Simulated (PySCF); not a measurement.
UHF on In²⁴⁺ (indium, charge +24)

Configuration: [Ar] 3d7, high-spin 4F determinant. Calculation: PySCF 2.14, in an uncontracted even-tempered set (19 s from 2.7 bohr⁻², ratio 2.5; 13 p from 3.5 bohr⁻², ratio 2.5; 8 d from 3.5 bohr⁻², ratio 2.5; 4 f from 16 bohr⁻², ratio 2.7; 3 g from 24 bohr⁻², ratio 2.7); the spin-free X2C one-electron Hamiltonian (Gaussian nucleus).

- Total energy: -5566.143995 hartree
- One-electron energy: -6813.2241 hartree
- Hartree (Coulomb) energy: 1377.9755 hartree
- Exchange energy: -130.8955 hartree
- ⟨S²⟩: 3.7505
- ⟨L²⟩: 12.004
- Sum of ⟨r⟩: 5.740 bohr
- Sum of ⟨r²⟩: 1.885 bohr²

```tsv
shell	electrons	mean orbital energy (hartree)	spread (hartree)	rms radius, mean of both spins (bohr)
1s α	1	-1064.41288	0	0.0340
1s β	1	-1064.40396	0	0.0340
2s α	1	-189.82414	0	0.138
2s β	1	-189.28472	0	0.138
2p α	3	-173.60166	0	0.123
2p β	3	-173.07520	0	0.123
3s α	1	-60.11518	0	0.358
3s β	1	-59.41550	0	0.358
3p α	3	-54.68749	0	0.355
3p β	3	-53.81569	0	0.355
3d α	5	-46.70871	0.16674	0.326
3d β	2	-46.26194	0	0.326
```

Spin-orbit coupling, absent here, splits the open shell strongly.

Densities and radii are taken from the X2C orbitals without a picture-change correction, which distorts them close to the nucleus.

Spin-orbit constants ζ (cm⁻¹) from the X2C one-electron operator on these orbitals: bare nucleus, nucleus screened by l(l+1)(2l+1)/3 electrons, and screened by the Breit-Pauli mean field of the electrons.

```
shell     bare  screened nucleus  mean field
   2p  1136000           1089000     1069000
   3p   230000            220600      216200
   3d    35570             28310       27580
```

To first order the Landé constant is A = -9193 cm⁻¹, so the lowest level has J = 9/2 and lies 5.13 eV below the centre of the term. This holds in LS coupling only.
